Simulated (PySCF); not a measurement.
## Argon: a sound run and one with changed settings

Sound run: Ar²⁺ [Ne] 3s2 3p4, Ar³⁺ [Ne] 3s2 3p3. Calculation: PySCF 2.14, in def2-TZVP; the non-relativistic Hamiltonian (point nucleus). The sound run starts from symmetry-adapted Hartree-Fock orbitals and uses a fine grid where one is needed.

Changed run: radial step 0.5 in ln r (0.13 in the sound run). This setting is unsound on purpose.

```
species  method  sound run (hartree)  changed run (hartree)  converged
   Ar²⁺     UHF           -525.29800             -525.29800        yes
   Ar²⁺    TPSS           -525.96100             -525.98071        yes
   Ar²⁺    MN15           -525.85466             -525.99238        yes
   Ar³⁺     UHF           -523.85107             -523.85107        yes
   Ar³⁺    TPSS           -524.46176             -524.47640        yes
   Ar³⁺    MN15           -524.34824             -524.48251        yes
```

Ionisation energy of Ar²⁺:

| method | sound run (eV) | changed run (eV) |
| --- | --- | --- |
| UHF | 39.373 | 39.373 |
| TPSS | 40.797 | 40.934 |
| MN15 | 40.992 | 41.086 |

A coarse radial grid mis-integrates the density and the exchange-correlation energy, with errors of either sign; Hartree-Fock needs no grid.

For comparison, NIST gives 40.735 ± 0.012 eV between the lowest levels.
